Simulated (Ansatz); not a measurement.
`[SiH3]P[NH][SbH2]`, 11 atoms. Total charge 0; spin multiplicity 1. Correlated methods include outer-core shells of Sb, which these sets cover unevenly. Sb: def2 effective core potential. All runs use 4 threads of an Intel Xeon 6975P-C on a shared host. Correlated methods freeze the cores.

**Question.** How many basis functions does each run have, and how long does it take in Ansatz? RKS ωB97M-V/def2-SVP energy; direct RPA on PBE orbitals/def2-TZVPP energy; RKS PBE-QIDH (frozen core)/def2-TZVPP energy; RHF-CCSD(T)/def2-TZVPP energy; RHF-CCSD(T)/def2-SVP energy; RKS PBE-D4/def2-TZVPP energy and forces; RKS PBE0-D4/def2-SVP energy; RKS BHLYP-D4/def2-TZVPP energy; RKS ωB97M-V/def2-QZVPP energy; RKS HSE06 (plane-wave form)-D4/def2-TZVPP energy; RKS PBE0-D4/def2-QZVPP energy; RHF-MP2/def2-QZVPP energy. (An estimate is asked.)

**Answer.** Ansatz gave: Other jobs shared the machine, so times are rough.

```tsv
level	job	functions	wall time	peak host memory (GiB)
RKS PBE0-D4/def2-SVP	energy	111	0.95 s	0.59
RKS PBE-D4/def2-TZVPP	energy and forces	263	1.8 s	0.38
RKS BHLYP-D4/def2-TZVPP	energy	263	2.5 s	0.8
RKS HSE06 (plane-wave form)-D4/def2-TZVPP	energy	263	2.6 s	0.83
RKS ωB97M-V/def2-SVP	energy	111	3.2 s	0.59
RHF-CCSD(T)/def2-SVP	energy	111	4.4 s	0.59
direct RPA on PBE orbitals/def2-TZVPP	energy	263	4.4 s	0.7
RKS PBE-QIDH (frozen core)/def2-TZVPP	energy	263	4.6 s	0.77
RKS PBE0-D4/def2-QZVPP	energy	489	7 s	2.1
RKS ωB97M-V/def2-QZVPP	energy	489	13 s	2.5
RHF-MP2/def2-QZVPP	energy	489	16 s	3
RHF-CCSD(T)/def2-TZVPP	energy	263	72 s	7.1
```
